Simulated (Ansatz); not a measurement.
A calculation with Ansatz (development build ahead of 0.2.0).

```yaml
crystal:
  periodic: [false, false, false]
  atoms:
    - { symbol: H, position_ang: [0.47888, 0.03415, 0.00698] }
    - { symbol: H, position_ang: [-0.26588, 0.41876, 0.03551] }
    - { symbol: H, position_ang: [-0.27357, -0.45929, 0.0658] }
basis:
  gaussian: { orbitals: cc-pVDZ }
total_charge: 1
hamiltonian:
  xc: hf
correlation:
  method: mp2
  frozen_orbitals: { H: 0 }
```

The input is written out in the form of the current development build from the run's settings.

Results

```json
{"Converged": "yes", "Reference energy": "-1.29297 hartree", "Correlation energy": "-0.02904 hartree", "Total energy": "-1.32201 hartree", "Spin squared of the determinant": "0.000"}
```

Caution: bonds are stretched, where a single reference can fail; stretched shape with no unrestricted run beside it, a lower state can exist.
